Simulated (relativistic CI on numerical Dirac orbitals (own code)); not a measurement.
**Mn2+ in a cubic cluster: 3p photoemission with charge transfer**

Computed with a charge-transfer multiplet model of a cubic metal-ligand cluster with up to one ligand hole, Slater and spin-orbit integrals from Dirac-Coulomb-Breit ions, Slater integrals scaled by 0.9. The ground state mixes d5 with configurations of k ligand holes L, whose averages lie at kΔ + k(k − 1)U_dd/2; a core hole lowers each added d electron by U_cd. 20 K, Lorentzian 0.9 eV and Gaussian 0.8 eV FWHM.

Atomic integrals in eV (Slater integrals scaled, ζ unscaled), ground: F2dd 9.229, F4dd 5.732, zeta_d 0.037; with the core hole: F2dd 10.286, F4dd 6.437, zeta_d 0.043, zeta_core 0.835, F2cd 11.113, G1cd 13.782, G3cd 8.391.

Cluster parameters (eV): Δ = 5, U_dd = 6.1, 10Dq = 0.75, 10Dq(ligand) = 0.9, V(eg) = 1.65, V(t2g) = -0.72, final-state hopping factor = 1.

```json
{"Case": "U_cd = 6 eV", "n_d": "5.09", "d5": "0.91", "d6L": "0.09", "S": "2.50"}
{"Case": "U_cd = 6.6 eV", "n_d": "5.09", "d5": "0.91", "d6L": "0.09", "S": "2.50"}
{"Case": "U_cd = 7.8 eV", "n_d": "5.09", "d5": "0.91", "d6L": "0.09", "S": "2.50"}
```

Weights, n_d and S are thermal averages at 20 K. Binding energies count from the first peak over 30 % of the highest in each spectrum, which can be another peak from case to case. The parameters are a model scan and need not match a compound or its usual spin state. Peaks in eV (height, largest 100):
- U_cd = 6 eV: 0.0 (100), 2.9 (29), 5.1 (15), 8.7 (5), 21.2 (30), 23.3 (7), 25.9 (11)
- U_cd = 6.6 eV: 0.0 (100), 2.8 (30), 4.9 (20), 8.5 (7), 21.0 (31), 25.7 (14)
- U_cd = 7.8 eV: 0.0 (100), 2.4 (35), 4.8 (36), 8.5 (12), 20.8 (32), 25.8 (25)

For the case U_cd = 7.8 eV, Δ = 5 eV is smaller than U_dd = 6.1 eV, the charge-transfer side of the Zaanen-Sawatzky-Allen scheme. With the core hole the configuration with one ligand hole lies at Δ − U_cd = -1.0, -1.6, -2.8 eV from the one without, in the order of the table; where this is negative the screened configuration lies lower, though the effective hopping of about 2.6 eV (from the holes of the mixed ground state) mixes the two strongly wherever it is as large as the gap.

With at most 1 ligand hole the space is cut while the next configuration still counts, so covalency is underestimated, and a final configuration with one more ligand hole, which can lie low, is missing from the spectra.
